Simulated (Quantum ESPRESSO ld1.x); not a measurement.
The iron ion Fe+, 25 electrons, occupied as [Ar] 3d6 4s0.5 4p0.5 (fractional occupations, a model configuration). All-electron calculation, non-relativistic Kohn-Sham, LDA (Slater exchange, Perdew-Zunger correlation), spin-polarised, spherical densities, point nucleus; open shells are filled with parallel spins first. Program: ld1.x of Quantum ESPRESSO 7.5. Some entries of the table are withheld. Estimate them.

orbital,occ.,eigenvalue (Ry),<1/r> (bohr^-1),<r> (bohr)
1s up,1,-509.087,25.47,0.05924
1s down,1,-509.083,25.47,0.05924
2s up,1,-59.8180,5.448,0.2709
2s down,1,-59.6684,5.456,0.2705
2p up,3,-51.7765,5.409,0.2372
2p down,3,-51.6616,5.416,0.2368
3s up,1,-7.50098,1.723,0.8207
3s down,1,-7.20191,1.716,0.8236
3p up,3,-5.15335,1.600,(1)
3p down,3,-4.85995,1.590,(2)
3d up,5,-1.35376,(3),1.086
3d down,1,-1.08051,(4),1.132
4s up,0.5,-0.99263,0.4889,2.663
4s down,0,-0.84956,0.4676,2.783
4p up,0.5,-0.61620,(5),3.288
4p down,0,-0.50570,(6),3.564

Answer. 
(1) 3p up <r> (bohr): 0.8610
(2) 3p down <r> (bohr): 0.8659
(3) 3d up <1/r> (bohr^-1): 1.239
(4) 3d down <1/r> (bohr^-1): 1.207
(5) 4p up <1/r> (bohr^-1): 0.3909
(6) 4p down <1/r> (bohr^-1): 0.3601
